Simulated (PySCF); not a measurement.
# How the method changes the shape and vibrations of BCH4

These are calculations, not measurements. They come from PySCF 2.14.0, an open-source quantum chemistry program, on an isolated molecule that a program drew, which may never have been made. The molecule is BCH4 (charge 0, doublet), drawn as the SMILES string `B[CH2]`.

The geometry was optimised and harmonic frequencies were computed with HF and MP2, all in the cc-pVDZ basis, for the commonest isotopes, with a restricted reference for singlets and an unrestricted one otherwise, and a frozen core in MP2. Each result is a local minimum of its method.

Geometry at the HF minimum:
```xyz
6
BCH4, angstrom
B     0.0094    0.6607    1.7598
C    -1.3985    0.1631    1.3925
H     0.9061   -0.1212    1.9252
H     0.2251    1.8357    1.8849
H    -1.6375   -0.8893    1.2698
H    -2.2376    0.8344    1.2340
```

Lengths of the bonds as drawn, in Å (atoms numbered as above):
| bond | HF | MP2 |
|---|---|---|
| B1-C2 | 1.538 | 1.542 |
| B1-H3 | 1.201 | 1.207 |
| B1-H4 | 1.201 | 1.207 |
| C2-H5 | 1.086 | 1.096 |
| C2-H6 | 1.086 | 1.096 |

Rotational constants, in GHz:
| constant | HF | MP2 |
|---|---|---|
| A | 131.5 | 129.4 |
| B | 23.93 | 23.8 |
| C | 20.25 | 20.11 |

Harmonic frequencies in cm^-1, each column in rising order, so a row needn't be the same motion in every method:
| rank | HF | MP2 |
|---|---|---|
| 1 | 371 | 322 |
| 2 | 700 | 668 |
| 3 | 774 | 784 |
| 4 | 1044 | 1000 |
| 5 | 1074 | 1061 |
| 6 | 1124 | 1069 |
| 7 | 1335 | 1283 |
| 8 | 1562 | 1484 |
| 9 | 2670 | ? |
| 10 | 2736 | 2709 |
| 11 | 3273 | 3194 |
| 12 | 3359 | 3293 |

**Estimate the missing MP2 frequency from the HF column.**

A single factor s that minimises the squared misfit of MP2 against s times HF over the other rows is sum(HF x MP2) / sum(HF^2) = 0.9766, with an rms misfit of 26 cm^-1. For rank 9 it gives 0.9766 x 2670 = 2608 cm^-1. The calculation gives 2628 cm^-1, 20 cm^-1 above the estimate. The drawn bonds are on average 0.6 % longer in MP2 than in HF.
